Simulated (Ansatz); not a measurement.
C₄H₉AlClF (SMILES C[C](C)(C)[Al]([F])[Cl]), singlet, at a GFN2-xTB geometry (such geometries of metal compounds can be far from the true shape), with bond 13-6 at 1.8 times its length; CASSCF(2,3)/STO-3G in Ansatz (a program for electronic structure).

Ansatz was given this input:
Ansatz 0.2 input:
```yaml
crystal:
  periodic: [false, false, false]
  atoms:
    - {symbol: Al, position_ang: [0.76377620, -0.04342773, 0.24594746]}
    - {symbol: Cl, position_ang: [2.01086174, 0.48070774, -1.26953795]}
    - {symbol: F, position_ang: [1.42778364, -0.48784424, 1.69747784]}
    - {symbol: C, position_ang: [-1.26859508, -0.08701422, 0.11800551]}
    - {symbol: C, position_ang: [-1.73739483, -1.22676475, -0.79774343]}
    - {symbol: C, position_ang: [-1.82368076, -0.30490462, 1.52834776]}
    - {symbol: C, position_ang: [-1.79187825, 1.23521235, -0.45710519]}
    - {symbol: H, position_ang: [-2.82561515, -1.22039229, -0.88004866]}
    - {symbol: H, position_ang: [-1.42979357, -2.19439331, -0.40368334]}
    - {symbol: H, position_ang: [-1.32034432, -1.11525965, -1.79810491]}
    - {symbol: H, position_ang: [-1.42928870, -1.22570304, 1.95723904]}
    - {symbol: H, position_ang: [-1.54127822, 0.51743582, 2.18508883]}
    - {symbol: H, position_ang: [-3.78323789, -0.42725663, 1.49068121]}
    - {symbol: H, position_ang: [-1.55156329, 2.06903279, 0.20150594]}
    - {symbol: H, position_ang: [-1.34872436, 1.43245295, -1.43296080]}
    - {symbol: H, position_ang: [-2.87556816, 1.19365913, -0.57795863]}
basis:
  gaussian:
    orbitals: STO-3G
hamiltonian:
  xc: hf
magnetization: {spin_polarized: false}
correlation: {active_space: {window: {electrons: 2, orbitals: 3}}}
```

It wrote (shortened):

```
Functional definition: HF
678 factors; integrals over basis functions are off by at most 5.2e-5 eV
mean field evaluation 1: about -25749.5972 eV, gradient 3.0e1 eV
mean field evaluation 2: about -25749.8701 eV, gradient 3.0e1 eV
mean field evaluation 4: about -25754.2239 eV, gradient 2.7e0 eV
mean field evaluation 8: about -25754.2644 eV, gradient 3.7e-4 eV
mean field -25754.26440092 eV, -946.4517598664 hartree, gradient 2.0e-6 eV, S^2 0.000000; 0 other end points of the search recorded, 0 dependent functions left out
reference -25754.26440092 eV, -946.4517598664 hartree; 36, 36 occupied and 16, 16 virtual orbitals, 678 factors
state -25756.58803069 eV, -946.5371516853 hartree
Total energy: -25756.58803069 eV, -946.5371516853 hartree
```
